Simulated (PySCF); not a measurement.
**Atomic charges against the basis set**

C₃H₈BFO.
SMILES with atom numbers: `[CH3:1][CH:2]([CH3:3])[O:4][BH:5][F:6]` (hydrogens: H7, H8, H9 on C1; H10 on C2; H11, H12, H13 on C3; H14 on B5)

PBE0 throughout (PySCF), one geometry, spherical d and f functions. The structure is a single PBE0-D3(BJ)/def2-SVP conformer in the gas phase; no vibrational or solvent corrections. Atoms taken as equivalent share a column and are averaged. The first 7 of 8 kinds of atom are listed.

Mulliken charges (e):

| basis | functions | C1/C3 | C2 | O4 | B5 | F6 | H7 (×6) | H10 |
| --- | --- | --- | --- | --- | --- | --- | --- | --- |
| STO-3G | 38 | -0.237 | +0.048 | -0.252 | +0.271 | -0.132 | +0.087 | +0.083 |
| 6-31G | 70 | -0.473 | +0.027 | -0.513 | +0.576 | -0.328 | +0.176 | +0.185 |
| pcSseg-0 | 70 | -0.594 | -0.135 | -0.636 | +0.649 | -0.344 | +0.238 | +0.256 |
| 6-31G* | 100 | -0.530 | +0.076 | -0.397 | +0.456 | -0.286 | +0.182 | +0.173 |
| cc-pVDZ | 124 | -0.041 | -0.015 | -0.175 | +0.175 | -0.135 | +0.049 | +0.036 |
| def2-SVP | 124 | -0.047 | +0.020 | -0.241 | +0.209 | -0.148 | +0.049 | +0.046 |
| 6-311+G(2d,p) | 210 | -0.474 | -0.130 | -0.353 | +0.729 | -0.390 | +0.155 | +0.141 |
| aug-cc-pVDZ | 210 | +0.546 | +0.437 | -0.487 | -0.239 | -0.416 | -0.108 | -0.349 |
| def2-TZVP | 234 | -0.361 | +0.088 | -0.248 | +0.315 | -0.262 | +0.125 | +0.091 |
| IGLO-III | 290 | -0.371 | +0.078 | -0.371 | +0.610 | -0.379 | +0.124 | +0.123 |
| cc-pVTZ | 292 | -0.281 | +0.131 | -0.209 | +0.217 | -0.218 | +0.100 | +0.078 |
| pcSseg-2 | 328 | -0.047 | +0.181 | -0.484 | +0.629 | -0.362 | +0.034 | +0.019 |

IAO charges (e):

```csv
basis,functions,C1/C3,C2,O4,B5,F6,H7 (×6),H10
STO-3G,38,-0.400,+0.010,-0.250,+0.275,-0.179,+0.140,+0.124
6-31G,70,-0.436,+0.079,-0.374,+0.436,-0.321,+0.152,+0.139
pcSseg-0,70,-0.428,+0.071,-0.365,+0.426,-0.308,+0.150,+0.140
6-31G*,100,-0.419,+0.105,-0.397,+0.485,-0.328,+0.144,+0.128
cc-pVDZ,124,-0.418,+0.108,-0.387,+0.466,-0.326,+0.143,+0.129
def2-SVP,124,-0.408,+0.108,-0.386,+0.470,-0.324,+0.140,+0.127
"6-311+G(2d,p)",210,-0.429,+0.104,-0.398,+0.484,-0.340,+0.148,+0.133
aug-cc-pVDZ,210,-0.428,+0.106,-0.394,+0.476,-0.337,+0.147,+0.133
def2-TZVP,234,-0.430,+0.106,-0.400,+0.490,-0.341,+0.148,+0.132
IGLO-III,290,-0.431,+0.104,-0.400,+0.488,-0.341,+0.148,+0.133
cc-pVTZ,292,-0.431,+0.106,-0.399,+0.489,-0.339,+0.148,+0.132
pcSseg-2,328,-0.430,+0.106,-0.400,+0.491,-0.341,+0.148,+0.132
```

Some averages cover members that differ in this geometry, most widely: H7 (×6), Mulliken in aug-cc-pVDZ -0.186 to -0.055; C1/C3, Mulliken in 6-311+G(2d,p) -0.500 to -0.449; C1/C3, Mulliken in def2-TZVP -0.375 to -0.347 e.

Which scheme is steadiest as the basis changes?

Largest range over the bases for any column: IAO 0.22 e, Mulliken 1.14 e. IAO charges move least and Mulliken charges most, counted in e. Without the minimal STO-3G basis the ranges are IAO 0.06, Mulliken 1.14 e.

How much do the charges still move between the two largest bases, cc-pVTZ and pcSseg-2?

At most, over all atoms: Mulliken 0.413 e, IAO 0.002 e.

What do the same runs give for the total energy, the frontier levels and the dipole moment?

| basis | energy (Eh) | HOMO (eV) | LUMO (eV) | μ (D) |
| --- | --- | --- | --- | --- |
| STO-3G | -314.6419 | -5.66 | 4.66 | 1.86 |
| 6-31G | -318.7099 | -8.95 | 0.83 | 1.87 |
| pcSseg-0 | -318.0782 | -9.14 | 0.78 | 2.00 |
| 6-31G* | -318.7938 | -8.79 | 1.18 | 1.65 |
| cc-pVDZ | -318.8131 | -8.90 | 0.83 | 1.67 |
| def2-SVP | -318.5658 | -8.99 | 0.80 | 1.72 |
| 6-311+G(2d,p) | -318.9006 | -9.07 | 0.22 | 1.68 |
| aug-cc-pVDZ | -318.8342 | -9.04 | -0.07 | 1.67 |
| def2-TZVP | -318.9285 | -9.04 | 0.51 | 1.65 |
| IGLO-III | -318.9368 | -9.04 | 0.35 | 1.65 |
| cc-pVTZ | -318.9180 | -9.01 | 0.60 | 1.64 |
| pcSseg-2 | -318.9296 | -9.06 | 0.40 | 1.67 |

The dipole is fixed by the density alone, so its range of 0.36 D shows that the density itself changes with the basis, not only its division among atoms.
